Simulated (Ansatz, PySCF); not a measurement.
Molecule: CH5Si, net charge 1, singlet state. SMILES of the parent species: C[SiH2]
Geometry: optimised at B3LYP-D3(BJ)/def2-TZVP (Ansatz, a first-principles code).

Unscaled harmonic wavenumbers (cm⁻¹) in rising order, each level at the stationary point that it reaches from this structure (no distance between atoms moves by over 0.3 Å); the order of modes can differ between levels, and a negative number is imaginary. B3LYP-D3(BJ)/def2-TZVP (PySCF, at the structure above): 50, 507, 510, 750, 840, 891, 979, 1286, 1393, 1417, 2290, 2336, 2970, 3072, 3131.

HF/3-21G (Ansatz): -24, 548, 651, 741, 982, 1012, 1031, 1504, 1578, 1582, 2394, 2432, 3150, 3236, 3282. Zero-point energy 34.5 against 32.1 kcal/mol; where all levels lie over 400 cm⁻¹, the wavenumbers are on average 1.098 times those of B3LYP-D3(BJ)/def2-TZVP. The zero-point energy leaves imaginary modes out.

HF/6-31G* (Ansatz): 17, 549, 602, 753, 933, 981, 1055, 1459, 1547, 1557, 2505, 2545, 3169, 3259, 3307. Zero-point energy 34.7 against 32.1 kcal/mol; where all levels lie over 400 cm⁻¹, the wavenumbers are on average 1.091 times those of B3LYP-D3(BJ)/def2-TZVP.
